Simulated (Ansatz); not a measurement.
One change: `[NH2][Ga]([NH2])[Br]` becomes `[NH2][Al]([NH2])[Br]`.

Ansatz, PBE0-D4/def2-TZVP geometries, multiplicity 1. Each molecule was computed in one conformer, which needn't be the lowest.

Scalar relativity is left out up to krypton.

```
                             property  `[NH2][Ga]([NH2])[Br]`
    LUMO energy (PBE/def2-TZVPP) / eV                   -1.29
    HOMO energy (PBE/def2-TZVPP) / eV                   -5.92
   LUMO energy (PBE0/def2-TZVPP) / eV                   -0.38
 HOMO–LUMO gap (PBE0/def2-TZVPP) / eV                    6.97
LUMO energy (ωB97M-V/def2-TZVPP) / eV                    1.29
  LUMO energy (B3LYP/def2-TZVPP) / eV                   -0.73
```

(1) Give the same properties after the change, and the shifts. (Best estimate.)

Results:

(1) Ansatz gave: 
```
                             property  `[NH2][Al]([NH2])[Br]`  shift
    LUMO energy (PBE/def2-TZVPP) / eV                   -0.99   0.30
    HOMO energy (PBE/def2-TZVPP) / eV                   -5.86   0.06
   LUMO energy (PBE0/def2-TZVPP) / eV                   -0.17   0.21
 HOMO–LUMO gap (PBE0/def2-TZVPP) / eV                    7.12   0.15
LUMO energy (ωB97M-V/def2-TZVPP) / eV                    1.34   0.05
  LUMO energy (B3LYP/def2-TZVPP) / eV                   -0.47   0.26
```

With PBE0 the HOMO rises by 0.05 eV and the LUMO rises by 0.21 eV, so the gap widens by about 0.16 eV. PBE moves the HOMO by 0.06 eV and ωB97M-V by 0.05 eV.

B3LYP here is the variant with VWN-RPA as its local correlation; programs differ in this.

Spin–orbit coupling is left out; it splits and shifts lone-pair levels of the heavy atoms by tenths of an eV.
